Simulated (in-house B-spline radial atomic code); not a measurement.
A fraction x of an electron is removed from 4p in Nb II (Nb+), starting from [Kr] 4d4 and keeping the highest spin. All numbers are computed (scalar-relativistic (X2C) SCAN, spin-polarised, spherical fractional occupations; Fermi nucleus of rms radius 4.324 fm) with a B-spline radial code for spherical atoms, not measured.

| x | E(x) - E(0) (eV) | 4p down level (eV) |
| --- | --- | --- |
| 0 | 0.0000 | -39.977 |
| 0.01 | 0.4003 | -40.079 |
| 0.23 | ? | ? |
| 0.3 | 12.4662 | -43.169 |
| 0.38 | 15.9551 | -44.055 |
| 0.5 | 21.3228 | -45.411 |
| 0.55 | ? | ? |
| 0.68 | 29.6835 | -47.495 |
| 0.75 | 33.0370 | -48.320 |
| 0.88 | 39.4193 | -49.874 |
| 1 | 45.4914 | -51.331 |

Q: What belongs in the row x = 0.23?

A: An energy change of 9.4712 eV; 4p down at -42.404 eV.

Q: What belongs in the row x = 0.55?

A: An energy change of 23.6076 eV; 4p down at -45.984 eV.

Q: Check Janak's theorem between x = 0.3 and 0.38.

A: The slope of the energy is 43.61 eV; the orbital levels give 43.61 eV (-ε of the emptying orbital, averaged over the two points).
